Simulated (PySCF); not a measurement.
Si(Cl)(OH)2(OMe) (CH5ClO3Si), SMILES CO[Si](O)(O)Cl.

Geometry optimised at B3LYP-D3(BJ)/def2-SVP. One conformer was computed; it need not be the lowest.

Method: B3LYP-D3(BJ)/def2-SVP in PySCF.

Frequencies are harmonic and unscaled.

**Question.** List the normal modes with their intensities. (The exact figures need the calculation; the answer reports its results.)

**Answer.** 
```tsv
mode	ν (cm⁻¹)	IR (km/mol)	moving atoms (share of kinetic energy)
1	64	4.9	C 32 %, O 28 %, H 26 %, Cl 11 %
2	97	7.7	H 94 %
3	104	31.9	H 74 %, O 15 %
4	155	2.5	C 33 %, H 32 %, Cl 17 %, O 13 %
5	200	95.6	H 64 %, O 27 %
6	263	35.4	O 52 %, H 27 %, Cl 13 %
7	281	48.7	O 62 %, H 27 %
8	314	42.1	O 62 %, H 13 %, Si 13 %, C 8 %
9	335	25.3	O 57 %, Cl 29 %
10	381	18.1	O 59 %, Si 19 %, H 9 %
11	529	113.7	Si 41 %, Cl 31 %, O 23 %
12	758	138.7	O 37 %, H 29 %, Si 22 %, C 12 %
13	802	203.8	H 51 %, O 39 %, Si 9 %
14	809	236.8	H 76 %, O 19 %
15	941	127.4	Si 42 %, O 37 %, H 14 %
16	999	135.6	Si 47 %, O 41 %, H 12 %
17	1160	217.4	O 37 %, C 30 %, H 30 %
18	1179	0.7	H 77 %, C 18 %
19	1216	144.5	H 47 %, O 29 %, C 22 %
20	1474	4.1	H 97 %
21	1476	2.1	H 88 %, C 10 %
22	1480	5.3	H 96 %
23	3009	52.8	H 97 %
24	3086	28.8	H 90 %, C 10 %
25	3120	26.7	H 90 %, C 10 %
26	3881	131.2	H 94 %
27	3884	95.0	H 94 %
```
